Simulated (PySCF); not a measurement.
Work out the structure from these simulated measurements.

Elements present: C, F, H and O. Monoisotopic mass: 120.0387 u.

- 1H NMR: chemical shifts (computed TMS as zero) by class: 7.02 (1 H), 5.97 (1 H), 5.90 (1 H), 5.39 (1 H), 5.39 (1 H), 5.36 (1 H) ppm [GIAO PBE0/pcSseg-1]
- Rotational structure: rotational constants A, B, C: 5.493, 0.861, 0.818 GHz [PBE0-D3(BJ)/def2-SVP]
- NMR, other nuclei: isotropic shieldings of nuclei other than C and H, by class: 157 (1 O), 273 (2 F) ppm [GIAO PBE0/pcSseg-1]
- 13C NMR: chemical shifts (computed TMS as zero) by class: 141.8 (1 C), 137.2 (1 C), 123.9 (1 C), 121.1 (1 C), 118.5 (1 C) ppm [GIAO PBE0/pcSseg-1]
- Triplet: lowest triplet excitation (Tamm–Dancoff): 3.13 eV [TDA wB97X-D/def2-SVPD]
- UV, first state: lowest singlet excitation: 5.60 eV (222 nm, f = 0.755) [TDDFT wB97X-D/def2-SVPD]

Electronic properties: PySCF, gas phase, density fitting. Levels stand in brackets. One conformer (not necessarily the lowest) at the PBE0-D3(BJ)/def2-SVP geometry, without solvent, vibrations or thermal averaging. NMR values are class means; diastereotopic atoms form classes of their own.

Question: Which formula fits the mass and the elements?

Answer: C5H6F2O (calculated 120.0387). No other formula that holds each of these elements comes within 0.0003 u with a fitting electron parity and a possible valence count.

Question: What is the compound? Reason from the data.

Answer: Numbering: `[CH2:1]=[CH:2]/[CH:3]=[CH:4]\[O:5][CH:6]([F:7])[F:8]`. Its formula, C5H6F2O, gives 2 degrees of unsaturation: 0 rings and 2 π bonds in the structure found. 5 carbons fall into 5 classes; from least to most shielded: vinylic carbon bearing oxygen [C4] (141.8 ppm), alkene CH carbon [C2] (137.2 ppm), terminal =CH2 carbon [C1] (123.9 ppm), CHF2 carbon [C6] (121.1 ppm), alkene CH carbon [C3] (118.5 ppm). Hydrogen classes from least to most shielded: 1 H on an alkene CH carbon, C2 (7.02 ppm), 1 H on a CHF2 carbon, C6 (5.97 ppm), 1 H on a vinylic carbon bearing oxygen, C4 (5.90 ppm), 1 H on a terminal =CH2 carbon, C1 (5.39 ppm), 1 H on a terminal =CH2 carbon, C1 (5.39 ppm), 1 H on an alkene CH carbon, C3 (5.36 ppm). The other shieldings belong to: 157 ppm, ether oxygen [O5]; 273 ppm, fluorine of a CF2 group [F7/F8]. The optimised geometry has point group C1 and is an asymmetric top. Structure: `C=C/C=C\OC(F)F`. Computed isomers that give other values at the same levels: `FCC1=CCO[C@H]1F` (13C chemical shifts (computed TMS as zero) by class: 145.0 (1 C), 133.7 (1 C), 116.1 (1 C), 81.1 (1 C), 77.8 (1 C) ppm); `C=C/C=C/OC(F)F` (13C chemical shifts (computed TMS as zero) by class: 150.9 (1 C), 140.1 (1 C), 123.1 (1 C), 119.0 (1 C), 117.4 (1 C) ppm); `FC(F)O[C@]12C[C@H]1C2` (13C chemical shifts (computed TMS as zero) by class: 123.2 (1 C), 47.8 (1 C), 36.6 (2 C), 4.3 (1 C) ppm). The assignments are read from this structure; whether some other isomer fits the data as well wasn't checked.

The values belong to the conformer `[CH2:1]=[CH:2]/[CH:3]=[CH:4]\[O:5][CH:6]([F:7])[F:8]`: C1–C2–C3–C4 179°, C3–C4–O5–C6 165°, C4–O5–C6–F7 166°.
